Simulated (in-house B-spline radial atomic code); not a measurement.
Atomic self-consistent-field run: the niobium ion Nb⁴⁺. Method: scalar-relativistic (X2C) TPSS, spin-polarised, spherical fractional occupations, Fermi nucleus of rms radius 4.324 fm. Calculated with a radial B-spline atomic code at the basis-set limit.

Command:
```bash
python run_scf.py task.json out
```
Settings (nuclear radius in fm, mass in u):
```
Z                41
configuration    [Kr] 4d1
hamiltonian      x2c
method           tpss,tpss
spin_polarised   True
nucleus          fermi
rms_radius       4.324
atomic_mass      92.90637
speed_of_light   137.035999084
```

Output (hartree, bohr):
```
 radial grid: 68 intervals, B-splines of order 8, outer radius 22.1277 bohr

 iter        energy (Eh)    residual
    1       -3816.132764    5.84e-02
    2       -3816.135543    1.94e-03
    3       -3816.135580    4.85e-04
    4       -3816.135581    2.53e-04
    5       -3816.135581    3.10e-05
    6       -3816.135581    1.49e-05
    7       -3816.135581    8.73e-07
    8       -3816.135581    1.71e-07

 total energy                     -3816.13558
 kinetic                            3950.2760
 electron-nucleus                  -9152.7977
 Hartree                            1504.6942
 exchange-correlation               -118.3080

 orbital      occ     eigenvalue          <r>       <r^2>       <1/r>       r_max
 1s up      1.000      -692.7944     0.035594  0.00172002      43.743     0.02292
 1s down    1.000      -692.7947     0.035594  0.00172002      43.743     0.02292
 2s up      1.000       -98.4566     0.157537   0.0293221      9.7731       0.133
 2s down    1.000       -98.4522     0.157533   0.0293208     9.77342       0.133
 2p up      3.000       -88.0496      0.13751   0.0231253     9.29915      0.1062
 2p down    3.000       -88.0461     0.137506   0.0231238      9.2994      0.1062
 3s up      1.000       -17.9253     0.442478    0.224494     3.30225      0.3951
 3s down    1.000       -17.9231     0.442503    0.224511     3.30183      0.3951
 3p up      3.000       -14.5092     0.445328     0.23102      3.1006      0.3889
 3p down    3.000       -14.5065     0.445338    0.231016     3.10028       0.389
 3d up      5.000        -8.9392     0.432934    0.226016     2.85438      0.3347
 3d down    5.000        -8.9344     0.432877     0.22591     2.85438      0.3348
 4s up      1.000        -3.8340      1.13873     1.46335     1.19678       1.027
 4s down    1.000        -3.8030      1.13603     1.45689     1.20109       1.024
 4p up      3.000        -2.9205      1.25187     1.78153      1.0673       1.108
 4p down    3.000        -2.8856       1.2498     1.77685     1.07057       1.105
 4d up      1.000        -1.6053      1.60174     2.97592    0.815241       1.349
```


One-electron X2C: radii and densities carry no picture-change correction, so inner-shell <1/r> comes out high (for 1s by about 2 % at Z = 33, 5 % at 54, 10 % at 75, 30 % at 118) and <r> low.
